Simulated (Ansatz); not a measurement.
Four-centre ligand exchange

Start structure (Si4H12O4, singlet), relaxed at PBE0-D4/def2-TZVP:

Si1  (-0.802, -0.331, 0.232)
O2  (-0.385, -0.279, -1.352)
Si3  (0.444, -1.264, -2.380)
O4  (-0.003, 0.802, 1.059)
Si5  (0.305, 2.397, 1.289)
O6  (-0.366, -1.786, 0.807)
Si7  (0.607, -2.475, 1.935)
H8  (-2.256, -0.162, 0.343)
H9  (-1.059, 1.642, -1.783)
O10  (-1.446, 2.386, -1.308)
H11  (-0.336, -2.495, -2.660)
H12  (0.647, -0.503, -3.637)
H13  (1.760, -1.633, -1.801)
H14  (1.165, 2.483, 2.498)
H15  (1.058, 2.960, 0.140)
H16  (-0.940, 3.165, 1.523)
H17  (0.379, -3.940, 1.889)
H18  (0.279, -1.959, 3.288)
H19  (2.032, -2.185, 1.630)
H20  (-1.082, 3.175, -1.714)
(Å)

The step: Si₄H₁₀O₃ ([SiH3][O][SiH]([O][SiH3])[O][SiH3]) + H₂O → Si₃H₈O₃ ([OH][SiH]([O][SiH3])[O][SiH3]) + SiH₄O ([OH][SiH3]); bonds formed: Si1–O10, O2–H9; bonds broken: Si1–O2, H9–O10. Ansatz 0.2.0; basis: def2-TZVPP and def2-QZVPP; cores frozen in the correlated methods. Extrapolation: Hartree–Fock as exp(−7.88 √X), correlation as X^−2.97. Energies below are by CCSD(T) at an estimated basis limit (MP2 extrapolated from triple and quadruple zeta, plus CCSD(T) − MP2 in triple zeta).

Task: What are the electronic barrier and the energy of the step, from the start structure to the end structure? (To be estimated.)

Result: By the calculation: Barrier 1.480 eV; step energy 0.149 eV (uphill); reverse barrier, their difference, 1.331 eV. Barrier and step energy count from the start structure, the reverse barrier from the end structure.

The saddle point: One imaginary mode of 918i cm⁻¹.
```json
{"pair": "Si1–O10", "start (Å)": "3.19", "saddle (Å)": "1.84", "end (Å)": "1.65"}
{"pair": "O2–H9", "start (Å)": "2.08", "saddle (Å)": "1.27", "end (Å)": "0.97"}
{"pair": "Si1–O2", "start (Å)": "1.64", "saddle (Å)": "1.90", "end (Å)": "3.41"}
{"pair": "H9–O10", "start (Å)": "0.96", "saddle (Å)": "1.14", "end (Å)": "1.87"}
```

Zero-point energy (harmonic, PBE0-D4): ZPE is 3.386 eV at the start and 3.335 eV at the saddle, so the barrier goes from 1.480 to 1.430 eV.

No T1 diagnostic of these runs exceeds 0.013.

Labels in which every atom is bracketed show which atoms are joined, not bond orders.

For scale, one of the runs: CCSD(T)/def2-TZVPP, 460 basis functions, launched by `ansatz run in.yaml --threads 4 --pin off --events-out ev --progress --plain --max-ram 63488MiB --backend cuda --devices 0, --max-vram 37GiB`. Hardware: 4 CPU threads of an AMD EPYC 7R13 and a share of one NVIDIA H100, shared host. Wall time 46 s; peak host memory 1.3 GiB.
